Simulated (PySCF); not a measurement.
InF₂Cl, SMILES [In]([Cl])([F])[F]. The structure is a stationary point at B3LYP-D3(BJ)/def2-SVP. The def2 effective core potentials stand for the cores of In; spin–orbit coupling is left out.

Computed equilibrium geometry at B3LYP-D3(BJ)/def2-SVP (PySCF confirms it by a frequency run) as Cartesian coordinates in Å, and its point group:
point group C2v.
```xyz
4

In     0.0000     0.0000    -0.2524
F      0.0000    -1.6601    -1.2694
F      0.0000     1.6601    -1.2694
Cl     0.0000     0.0000     2.0714
```
